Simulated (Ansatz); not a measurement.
Geometry optimisation, Ansatz 0.2.0, RKS BHLYP/6-31G*.

Input:

```yaml
crystal:
  periodic: [false, false, false]
  atoms:
    - { symbol: Al, position_ang: [0.0, 0.0, 0.0] }
    - { symbol: C, position_ang: [0.0, 0.0, 2.32] }
    - { symbol: H, position_ang: [-0.9996, -0.3092, 2.6905] }
    - { symbol: H, position_ang: [0.7676, -0.7111, 2.6905] }
    - { symbol: H, position_ang: [0.232, 1.0203, 2.6905] }
    - { symbol: H, position_ang: [1.351, 0.0, -0.78] }
    - { symbol: C, position_ang: [-1.706, 0.0, -0.985] }
    - { symbol: H, position_ang: [-2.2662, -0.9305, -0.7558] }
    - { symbol: H, position_ang: [-2.3102, 0.8797, -0.6796] }
    - { symbol: H, position_ang: [-1.5043, 0.0508, -2.0753] }
    - { symbol: F, position_ang: [-0.2549, -1.8712, 0.6275] }
    - { symbol: H, position_ang: [-0.1755, -1.2885, 1.7562] }
basis:
  gaussian: { orbitals: "6-31G*" }
hamiltonian:
  xc: { name: BHLYP }
relax:
  f_tol: 0.15
  max_steps: 25
  restrain:
    - { distance: [0, 10], at: 2.89, k: 30.0 }
    - { distance: [11, 1], at: 2.31, k: 30.0 }
    - { distance: [0, 1], at: 1.97, k: 30.0 }
    - { distance: [11, 10], at: 0.92, k: 30.0 }
```

Launched with:

```bash
$ ansatz run input.yaml --threads 1 --pin off --max-ram 2048MiB --backend cpu --events-out ev --progress --plain --runs-dir out
```

Problem. Where does it end, and by what steps?

Solution. The run converged. The restraints hold the end off the free minimum. After 8 steps the energy has fallen by 1.354 eV (the restraints' own energy left out); H12 moved furthest, 0.87 Å. Parted: Al1–F11 (1.99 → 2.88 Å). Joined: F11–H12 (1.27 → 0.93 Å).

```json
{"step": "0", "energy less start (eV)": "0.0000", "largest force component (eV/Å)": "3.641", "accepted": "yes"}
{"step": "1", "energy less start (eV)": "-0.3963", "largest force component (eV/Å)": "3.716", "accepted": "yes"}
{"step": "2", "energy less start (eV)": "-0.5139", "largest force component (eV/Å)": "4.917", "accepted": "yes"}
{"step": "3", "energy less start (eV)": "-0.6261", "largest force component (eV/Å)": "3.156", "accepted": "yes"}
{"step": "4", "energy less start (eV)": "-1.1489", "largest force component (eV/Å)": "1.295", "accepted": "yes"}
{"step": "5", "energy less start (eV)": "-1.2983", "largest force component (eV/Å)": "0.654", "accepted": "yes"}
{"step": "6", "energy less start (eV)": "-1.3071", "largest force component (eV/Å)": "0.362", "accepted": "yes"}
{"step": "7", "energy less start (eV)": "-1.3453", "largest force component (eV/Å)": "0.621", "accepted": "yes"}
{"step": "8", "energy less start (eV)": "-1.3544", "largest force component (eV/Å)": "0.276", "accepted": "yes"}
```

```xyz
12
Properties=species:S:1:pos:R:3
Al -0.014 0.102 0.094
C -0.036 0.136 2.065
H -0.971 -0.208 2.509
H 0.792 -0.421 2.509
H 0.096 1.159 2.421
H 1.403 0.154 -0.618
C -1.679 0.174 -0.931
H -2.231 -0.758 -0.804
H -2.343 0.973 -0.600
H -1.514 0.307 -1.998
F -0.172 -2.619 1.026
H -0.198 -2.158 1.827
```

The run took 36 s on 1 thread of Arm Neoverse V2, with other jobs on the host, peak memory 0.16 GiB.
